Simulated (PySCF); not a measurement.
## LiBi⁻: energy against distance

Set-up: basis Li aug-cc-pVDZ, Bi aug-cc-pVDZ-PP with ECP60; scalar-relativistic core potentials; PySCF 2.14. Energies in eV from Li + Bi⁻ in their ground configurations at the same level. All curves are PBE0. state 1: ⁴Σ⁻ (quartet), unpaired electrons σ ↑, π ↑↑; state 2: ⁴Π (quartet), unpaired electrons σ ↑↑, π ↑, a second solution, started from another occupation.

```tsv
R (Å)	state 1	state 2
2.444	-1.093	-0.5472
2.558	-1.230	-0.6483
2.671	-1.304	-0.7036
2.757	-1.330	-0.7234
2.842	-1.336	-0.7295
2.927	-1.328	-0.7252
3.041	-1.300	-0.7081
3.183	-1.248	-0.6745
3.354	-1.170	-0.6246
```

Q: Put a parabola through the three lowest points of the state 1 curve and estimate Re, k and ωe (reduced mass 6.788 u; 1 eV/Å² = 0.16022 mdyn/Å; ωe = 1302.8·√(k/μ) cm⁻¹).

A: Through R = 2.757, 2.842, 2.927 Å the second-order coefficient is 0.969 eV/Å², so Re ≈ 2.836 Å, k ≈ 0.310 mdyn/Å and ωe ≈ 279 cm⁻¹. A polynomial fit of higher order to the unrounded PBE0 energies gives Re = 2.833 Å, k = 0.332 mdyn/Å, ωe = 288 cm⁻¹; anharmonicity and rounding make the difference.

The higher-order fit for each curve: state 1: Re = 2.833 Å, ωe = 288 cm⁻¹, De = 1.34 eV; state 2: Re = 2.845 Å, ωe = 236 cm⁻¹, minimum 0.73 eV below the ground-state fragments.

These are scalar-relativistic numbers at best; spin–orbit coupling would shift them, the dissociation energy most. For an ion De counts to the pair picked by the measured ionisation energies or electron affinities, which need not be the lowest pair at this level. The highest Kohn–Sham level is positive in this anion. Much of that is self-interaction error, but it also means that the finite basis helps to hold the extra electron. The state was picked by a PBE0 search and need not be the measured ground state.
